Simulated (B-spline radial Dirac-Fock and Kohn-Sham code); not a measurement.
Pd³⁺: scattering cross sections and density moments

System: palladium as Pd³⁺ in the configuration 1s2 2s2 2p6 3s2 3p6 3d10 4s2 4p6 4d7.

These are calculated numbers from an atomic code on a B-spline grid; the model is relativistic Hartree-Fock (Dirac-Fock) wave functions, averaged over the configuration.

- Sum of ⟨r⟩: 24.79 bohr
- Sum of ⟨r²⟩: 26.11 bohr²
- Sum of ⟨1/r⟩: 264.39 per bohr
- Langevin diamagnetic susceptibility: -20.7 × 10⁻⁶ cm³/mol
- Lamb shielding (α²/3)Σ⟨1/r⟩: 4693 ppm

Coherent scattering is the Thomson cross section weighted by f₀², without anomalous dispersion; incoherent scattering is Klein-Nishina weighted by S. The Lamb formula is the non-relativistic shielding expression. Electron correlation is left out.

```csv
hν (keV),coherent (b),incoherent (b),incoherent per electron (b)
2,1105,1.448,0.0337
5,756.9,5.052,0.117
8.0478,525.0,8.094,0.188
10,432.4,9.664,0.225
17.4793,234.6,13.62,0.317
50,50.92,18.90,0.439
100,15.57,18.97,0.441
200,4.446,16.70,0.388
```

Incoherent scattering overtakes coherent scattering between 50 and 100 keV.
